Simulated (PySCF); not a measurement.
Species: C3H6F5PSi.
Bonds: C1–P2, P2–Si3, P2–C4, C4–F5, C4–F6, C4–C7, C7–F8, C7–F9, C7–F10. Hydrogens: H11, H12, H13 on C1; H14, H15, H16 on Si3.

The same species was optimised twice, with GFN2-xTB and with PBE0-D3(BJ)/def2-SVP (PySCF), and the same property calculations (PySCF, gas phase) were run on both structures.

```tsv
coordinate	GFN2-xTB	PBE0-D3(BJ)/def2-SVP	change
P2–C4 (Å)	1.881	1.895	+0.014
P2–Si3 (Å)	2.262	2.273	+0.011
C1–P2 (Å)	1.846	1.857	+0.011
C4–F5 (Å)	1.362	1.351	-0.011
C7–F10 (Å)	1.335	1.326	-0.009
C4–C7 (Å)	1.530	1.539	+0.009
C7–F8 (Å)	1.329	1.323	-0.006
C7–F9 (Å)	1.339	1.333	-0.006
C4–F6 (Å)	1.357	1.352	-0.005
P2–C4–C7 (°)	111.0	114.3	+3.3
C4–C7–F8 (°)	113.7	110.6	-3.1
F5–C4–F6 (°)	105.2	106.9	+1.7
Si3–P2–C4 (°)	98.5	100.1	+1.6
F5–C4–C7 (°)	108.4	106.8	-1.6
P2–C4–F6 (°)	109.2	107.7	-1.5
F9–C7–F10 (°)	107.1	108.5	+1.4
F6–C4–C7 (°)	108.4	107.0	-1.4
C1–P2–C4–F5 (°)	-55	-49	+6
P2–C4–C7–F8 (°)	-165	-174	-9
```

Rotational constants: A = 1358, B = 825.7, C = 679.0 MHz (GFN2-xTB) against A = 1363, B = 812.1, C = 664.0 MHz (PBE0-D3(BJ)/def2-SVP). Point groups within 0.08 Å: C1 and C1.

On the GFN2-xTB structure: HOMO (eV) -7.49 [PBE0/pcSseg-1]; LUMO (eV) -0.11 [PBE0/pcSseg-1]; dipole (D) 2.38 [PBE0/pcSseg-1]; GIAO shielding of C1 (ppm) 184.8 [PBE0/pcSseg-1]; GIAO shielding of P2 (ppm) 421.8 [PBE0/pcSseg-1]; GIAO shielding of Si3 (ppm) 425.6 [PBE0/pcSseg-1]; GIAO shielding of C4 (ppm) 55.0 [PBE0/pcSseg-1]; GIAO shielding of F5/F6 (mean) (ppm) 304.9 [PBE0/pcSseg-1]; GIAO shielding of C7 (ppm) 57.7 [PBE0/pcSseg-1]; GIAO shielding of F8/F9/F10 (mean) (ppm) 263.0 [PBE0/pcSseg-1].

**Question.** What do these properties become on the PBE0-D3(BJ)/def2-SVP structure?

**Answer.** 
| property | level | on GFN2-xTB | on PBE0-D3(BJ)/def2-SVP | change |
| --- | --- | --- | --- | --- |
| HOMO (eV) | PBE0/pcSseg-1 | -7.49 | -7.53 | -0.04 |
| LUMO (eV) | PBE0/pcSseg-1 | -0.11 | -0.13 | -0.02 |
| dipole (D) | PBE0/pcSseg-1 | 2.38 | 2.19 | -0.19 |
| energy, GFN2-xTB geometry as zero (kcal/mol) | PBE0/pcSseg-1 | 0.0 | -2.2 | -2.2 |
| GIAO shielding of C1 (ppm) | PBE0/pcSseg-1 | 184.8 | 182.3 | -2.5 |
| GIAO shielding of P2 (ppm) | PBE0/pcSseg-1 | 421.8 | 416.7 | -5.1 |
| GIAO shielding of Si3 (ppm) | PBE0/pcSseg-1 | 425.6 | 420.7 | -4.9 |
| GIAO shielding of C4 (ppm) | PBE0/pcSseg-1 | 55.0 | 56.8 | +1.8 |
| GIAO shielding of F5/F6 (mean) (ppm) | PBE0/pcSseg-1 | 304.9 | 307.7 | +2.8 |
| GIAO shielding of C7 (ppm) | PBE0/pcSseg-1 | 57.7 | 59.2 | +1.5 |
| GIAO shielding of F8/F9/F10 (mean) (ppm) | PBE0/pcSseg-1 | 263.0 | 271.4 | +8.4 |

The heavy atoms differ by 0.113 Å rms after alignment. Among bonds between heavy atoms P2–C4 changes most (+0.014 Å). Changes are differences of the printed values. Neither structure is proved a minimum here.

Conformer computed: `[CH3:1][P:2]([SiH3:3])[C:4]([F:5])([F:6])[C:7]([F:8])([F:9])[F:10]`: C1–P2–C4–F5 -49°, P2–C4–C7–F8 -174°.
